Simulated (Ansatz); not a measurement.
`[NH2][GaH][SiH2]O` + `CCCCCCCC=O` → `[NH2][GaH][SiH2]C=O` + `CCCCCCCO`  (formal exchange of groups at the Si–O bond)

Computed with Ansatz on PBE0-D4/def2-TZVP structures; ΔE is electronic, products minus reactants. CCSD(T)/CBS adds triple-zeta CCSD(T) − MP2 to the extrapolated MP2 energy (def2 sets, frozen cores). For Ga outer-core shells are correlated without core-valence functions, which leaves a few kJ/mol of doubt a bond. Scalar relativity is left out up to krypton. One conformer a species, not always the lowest.

```json
{"species": "`[NH2][GaH][SiH2]O`", "MP2/def2-TZVPP energy (Eh)": "-2345.93261"}
{"species": "`CCCCCCCC=O`", "MP2/def2-TZVPP energy (Eh)": "-388.87998"}
{"species": "`[NH2][GaH][SiH2]C=O`", "MP2/def2-TZVPP energy (Eh)": "-2383.88426"}
{"species": "`CCCCCCCO`", "MP2/def2-TZVPP energy (Eh)": "-350.86010"}
```

Question: Work out ΔE.

Answer: ΔE = (-2383.88426) + (-350.86010) − (-2345.93261) − (-388.87998) = 0.06823 Eh = +1.86 eV. CCSD(T)/CBS gives +1.78 eV.

Largest T1 diagnostic among the species: 0.016.

From PBE to PBE0 (25 % exact exchange), in def2-TZVPP and without D4, ΔE moves by +0.11 eV.
